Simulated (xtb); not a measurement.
Mg(Br)(SeH) (BrHMgSe), SMILES [Mg]([Br])[SeH]. All values are semi-empirical tight-binding results from xtb (GFN2-xTB unless named), good for trends rather than for accurate numbers. Geometry optimised at GFN2-xTB. Other conformers were not sampled.

Optimised geometry:

```xyz
4

Mg     0.6927     0.0261     0.0000
Br    -0.1148     2.2365     0.0000
Se    -0.1579    -2.2245     0.0000
H      1.0749    -2.9569     0.0000
```

For metal compounds this method's bond lengths and energies can be far off.

* **point group as xtb finds it**: Cs
* **orbital gap**: 2.55 eV
* **zero-point energy**: 4.7 kcal/mol
* **G − E(el) at 298.15 K (modified RRHO)**: -15.3 kcal/mol

Computed atomic charges and the Wiberg bond orders between heavy atoms:
charges (e) Mg1 0.49, Br2 -0.27, Se3 -0.38, H4 0.16. Bond orders Mg1–Br2 1.05, Mg1–Se3 0.94.
